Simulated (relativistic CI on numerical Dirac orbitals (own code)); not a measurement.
**One change at a time: Ni²⁷⁺**

Base calculation: Dirac-Coulomb-Breit CI, orbitals from a KLI potential per configuration, model QED (radiative potential, 1s self-energy scaled to tabulated hydrogen-like ionisation energies).

Configuration list: 1s, 2s, 2p, 3s, 3p, 3d, 4s, 4p, 4d, 4f, 5s, 5p, 5d, 5f, 5g, 6s, 6p, 6d. Levels of other configurations are missing.

Variants: (1) QED terms removed; (2) non-relativistic limit. Shifts of the energy above 1s 2S_1/2, in eV, for the lowest level and the first level of each name with at least 55 % of one term (blank where a level changes its place among those of its configuration and J or its character, or is not in the variant):

| Level | Base | Δ(1) | Δ(2) |
| --- | --- | --- | --- |
| 1s 2S_1/2 | 0.0 | 0.0 | 0.0 |
| 2p 2P°_1/2 | 8073.1 | +5.0 | -73.1 |
| 2s 2S_1/2 | 8073.9 | +4.3 | -73.8 |
| 2p 2P°_3/2 | 8101.8 | +4.9 | -101.8 |
| 3p 2P°_1/2 | 9577.6 | +5.0 | -96.1 |
| 3s 2S_1/2 | 9577.8 | +4.8 | -96.3 |
| 3d 2D_3/2 | 9586.1 | +5.0 | -104.5 |
| 3p 2P°_3/2 | 9586.1 | +5.0 | -104.6 |
| 3d 2D_5/2 | 9588.8 | +5.0 | -107.3 |
| 4p 2P°_1/2 | 10103.0 | +5.0 | -102.9 |
| 4s 2S_1/2 | 10103.1 | +4.9 | -103.0 |
| 4d 2D_3/2 | 10106.5 | +5.0 | -106.5 |
| 4p 2P°_3/2 | 10106.5 | +5.0 | -106.5 |
| 4f 2F°_5/2 | 10107.7 | +5.0 | -107.7 |
| 4d 2D_5/2 | 10107.7 | +5.0 | -107.7 |
| 4f 2F°_7/2 | 10108.3 | +5.0 | -108.3 |
| 5p 2P°_1/2 | 10345.7 | +5.0 | -105.6 |
| 5s 2S_1/2 | 10345.7 | +5.0 | -105.7 |
| 5d 2D_3/2 | 10347.5 | +5.0 | -107.4 |
| 5p 2P°_3/2 | 10347.5 | +5.0 | -107.4 |
| 5f 2F°_5/2 | 10348.1 | +5.0 | -108.0 |
| 5d 2D_5/2 | 10348.1 | +5.0 | -108.0 |
